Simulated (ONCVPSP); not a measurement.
## Transferability test, ONCV potential for Ba

| Item | Value |
| --- | --- |
| Element | Ba (Z = 56) |
| Generator | ONCVPSP 4.0.1 |
| Type | optimised norm-conserving Vanderbilt (ONCV) |
| Functional | PBEsol |
| Relativity | fully relativistic |
| Frozen core | [Kr] 4d10 |
| Valence charge | 10 |
| Reference configuration | 5s2 5p6 6s1 6p1 |
| Partial waves | 5s+6s: rc 3.00 bohr, ncon 4, nbas 8, qcut 4.2 1/bohr, 2 projectors; 5p+6p: rc 3.40 bohr, ncon 4, nbas 7, qcut 4.2 1/bohr, 2 projectors; d scattering state at 0.23 Ha: rc 3.50 bohr, ncon 4, nbas 7, qcut 2.7 1/bohr, 2 projectors, debl 2 Ha |
| Local potential | polynomial inside 2.85 bohr (lpopt 2, dvloc0 0 Ha) |
| Core correction | Teter function, fcfact 3.5, rcfact 1.3 |

Open shells are filled in proportion to 2j + 1.

In the d channel the program set the typed energies aside and used -0.102, 1.898 Ha (j = l + 1/2; the other j can differ).

Energies are relative to the spin-unpolarised reference configuration 5s2 5p6 6s1 6p1; without spin polarisation the order of configurations can differ from experiment.

| valence configuration | charge | ΔE all-electron (eV) | error AE − PS (meV) |
| --- | --- | --- | --- |
| 5s2 5p6 6s2 6p0 | 0 | -2.044 | -0.3 |
| 5s2 5p6 6s1 6p0 | +1 | 3.337 | 0.0 |
| 5s2 5p6 6s0 6p0 | +2 | 13.228 | -0.4 |
| 5s2 5p6 6s0 6p1 | +1 | 5.925 | -0.4 |

Levels in the configuration 5s2 5p6 6s2 6p0:

```csv
level,all-electron (eV),pseudo (eV)
5s j=1/2,-33.661,-33.653
5p j=3/2,-18.094,-18.096
5p j=1/2,-20.182,-20.183
6s j=1/2,-3.246,-3.246
```
